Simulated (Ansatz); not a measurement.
`CO[SiH](Br)O[SiH3]` and `CO[SiH](N)Br` differ in one atom or group.

Ansatz, PBE0-D4/def2-TZVP geometries, multiplicity 1. Each molecule was computed in one conformer, which needn't be the lowest.

Scalar relativity is left out up to krypton.

```json
{"property": "HOMO energy (PBE/def2-TZVPP) / eV", "`CO[SiH](Br)O[SiH3]`": "-7.12"}
{"property": "HOMO–LUMO gap (PBE0/def2-TZVPP) / eV", "`CO[SiH](Br)O[SiH3]`": "8.63"}
{"property": "LUMO energy (ωB97M-V/def2-TZVPP) / eV", "`CO[SiH](Br)O[SiH3]`": "1.80"}
{"property": "size of the dipole moment (B3LYP/def2-TZVPP) / D", "`CO[SiH](Br)O[SiH3]`": "1.28"}
{"property": "HOMO energy (ωB97M-V/def2-TZVPP) / eV", "`CO[SiH](Br)O[SiH3]`": "-10.78"}
{"property": "HOMO–LUMO gap (ωB97M-V/def2-TZVPP) / eV", "`CO[SiH](Br)O[SiH3]`": "12.59"}
```

Give the same properties after the change, and the shifts. (Estimate.)

Ansatz gave: 
```tsv
property	`CO[SiH](N)Br`	shift
HOMO energy (PBE/def2-TZVPP) / eV	-6.50	0.62
HOMO–LUMO gap (PBE0/def2-TZVPP) / eV	8.70	0.07
LUMO energy (ωB97M-V/def2-TZVPP) / eV	2.24	0.44
size of the dipole moment (B3LYP/def2-TZVPP) / D	1.82	0.54
HOMO energy (ωB97M-V/def2-TZVPP) / eV	-10.27	0.51
HOMO–LUMO gap (ωB97M-V/def2-TZVPP) / eV	12.51	-0.08
```

With PBE0 the HOMO rises by 0.59 eV and the LUMO rises by 0.67 eV, so the gap widens by about 0.08 eV. PBE moves the HOMO by 0.62 eV and ωB97M-V by 0.51 eV. Dipoles are sizes alone; their direction can turn.

B3LYP here is the variant with VWN-RPA as its local correlation; programs differ in this.

Spin–orbit coupling is left out; it splits and shifts lone-pair levels of the heavy atoms by tenths of an eV.
